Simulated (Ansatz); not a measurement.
CH2ClNOSi can be A, `O[Si]1(Cl)C=N1`, or B, `O[SiH]1N=C1Cl`.

Gas-phase electronic energies from Ansatz, PBE0-D4/def2-TZVP geometries. CCSD(T)/CBS is the MP2 limit (def2-TZVPP, def2-QZVPP) plus CCSD(T) − MP2 in def2-TZVPP, frozen cores. Functionals use def2-TZVPP. B3LYP here is the variant with VWN-RPA as its local correlation; programs differ in this. One conformer a species, not always the lowest.

A:

Z-matrix (Å, degrees):
```
Si
Cl 1 2.014
C 1 1.750 2 124.0
O 1 1.622 2 106.1 3 -163.2
N 1 1.745 2 120.4 3 52.0
H 3 1.093 1 165.3 2 -81.1
H 4 0.960 1 116.7 2 -175.3
```

B:

```xyz
7

O    -1.154   -1.152    0.834
Si   -0.116   -0.602   -0.285
N    -0.225    1.042   -0.935
C     0.805    0.901   -0.191
Cl    1.970    2.086    0.241
H    -1.501   -0.538    1.485
H     0.221   -1.738   -1.148
```

Problem. Which is lower in electronic energy at CCSD(T)/CBS, and by how much? (Estimate.)

Solution. The calculation gave: A, by 28.4 kcal/mol.

Problem. Give E(B) − E(A) in kcal/mol with r2SCAN-D4, HF/def2-TZVPP, B3LYP, B2PLYP, BLYP-D4, ωB97M-V, PBE0-D4. (Estimate.)

Solution. Ansatz gave: r2SCAN-D4 26.2, HF/def2-TZVPP 31.0, B3LYP 25.5, B2PLYP 26.5, BLYP-D4 23.7, ωB97M-V 28.1, PBE0-D4 26.4. None reverses the order clearly.

Problem. Does the order hold for the free energy at 298.15 K (harmonic terms from PBE0-D4)? (Estimate.)

Solution. Computed: Yes: G(B) − G(A) = +27.0 kcal/mol, for one conformer each.

Largest T1 diagnostic: 0.014.

At CCSD(T), def2-SVP lies −2.7 kcal/mol from the extrapolated value and def2-TZVPP −0.6 kcal/mol. From BLYP to BHLYP (50 % exact exchange), in def2-TZVPP and without D4, E(B) − E(A) moves by +5.2 kcal/mol.
